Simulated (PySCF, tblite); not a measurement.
C₆H₈F₂OSi.
Cartesian coordinates in Å at the GFN2-xTB level; atoms count from 1:
```
atom  x, y, z in Å
F1     2.7110   -1.1747    0.5999
C2     2.8889    0.0260   -0.0319
C3     1.6108    0.7970   -0.1428
F4     1.8865    2.1103   -0.3975
C5     0.3604    0.3552   -0.0370
C6    -0.7590    1.2724   -0.1572
C7    -2.0430    0.9182   -0.1259
C8    -2.5992   -0.4626    0.0076
O9    -1.6788   -1.5057   -0.1138
Si10  -0.1042   -1.4475    0.2803
H11    3.3071   -0.1904   -1.0241
H12    3.6194    0.6013    0.5503
H13   -0.5122    2.3205   -0.2739
H14   -2.8060    1.6806   -0.2065
H15   -3.1077   -0.5441    0.9817
H16   -3.3602   -0.6178   -0.7696
H17    0.1133   -1.7427    1.6970
H18    0.4643   -2.3897   -0.6682
```

The calculation used PBE0/pcSseg-1 in PySCF (dipole) on a GFN2-xTB geometry, gas phase.

Take the most abundant isotopes and a rigid rotor. The values belong to one conformer with, in the numbering `[F:1][CH2:2]/[C:3]([F:4])=[C:5]1/[CH:6]=[CH:7][CH2:8][O:9][SiH2:10]1`, F1–C2–C3–F4 162°, C3–C5–C6–C7 177°, C6–C7–C8–O9 -10°, C7–C8–O9–Si10 30°, C8–O9–Si10–C5 -31°.

(1) What are A, B and C (GHz)?

(2) Classify the top.

(3) What does the inertial defect say?

(4) Give the other two planar moments, Paa and Pbb, and the rms extents of the mass along the axes.

(5) Which types of transition are allowed, and where do some lines up to J = 2 fall?

(6) Estimate the classical rotational partition function at 10 K, 100 K and 200 K.

Answers

(1) Ia = 271.73, Ib = 584.32, Ic = 836.03 u·Å²; 505379 MHz·u·Å²/I gives 1860, 864.9 and 604.5 MHz, that is A = 1.8599, B = 0.8649, C = 0.6045 GHz.

(2) An asymmetric top; Ray's κ = -0.585.

(3) Not planar: Δ = Ic − Ia − Ib = -20.01 u·Å². For a rigid frame Δ = −2 Σ m c², so Σ m c² = 10.01 u·Å² lies off the ab plane: 6.39 from hydrogen and 3.61 from heavier atoms. The atom farthest from that plane is 1.34 Å away.

(4) Paa = Σ m a² = (Ib + Ic − Ia)/2 = 574.31 and Pbb = Σ m b² = (Ia + Ic − Ib)/2 = 261.72 u·Å². With the mass M = 162.03 u, the rms extents √(P/M) along a, b and c are 1.88, 1.27, 0.25 Å.

(5) The dipole components are |μa| = 0.34 D, |μb| = 1.11 D, |μc| = 0.07 D. Intensities carry the squares of the components, which stand as 0.10 : 1.00 : 0.00 (a : b : c). Some lines, for components of 0.1 D or more:

```csv
type,branch,"J(Ka,Kc)",MHz,lower level (cm⁻¹)
a,Q,"2(1,1) ← 2(1,2)",781,0.172
a,R,"1(0,1) ← 0(0,0)",1469,0.000
b,Q,"2(1,1) ← 2(0,2)",1561,0.146
b,R,"2(0,2) ← 1(1,1)",1899,0.082
b,R,"1(1,1) ← 0(0,0)",2464,0.000
a,R,"2(1,2) ← 1(1,1)",2678,0.082
b,Q,"2(2,0) ← 2(1,1)",3030,0.198
a,R,"2(1,1) ← 1(1,0)",3199,0.091
b,R,"2(1,2) ← 1(0,1)",3673,0.049
b,Q,"2(2,1) ← 2(1,2)",3766,0.172
b,R,"2(2,1) ← 1(1,0)",6184,0.091
```

(6) Point group C1, symmetry number σ = 1; q = (√π/σ)·√((kT/h)³/(ABC)), k/h = 20836.6 MHz/K: 5410 at 10 K, 171000 at 100 K, 484000 at 200 K.

Its GFN2-xTB frequencies are all real (lowest 32 cm⁻¹). Constants of a rigid frame at the computed geometry: no zero-point averaging, no centrifugal distortion.
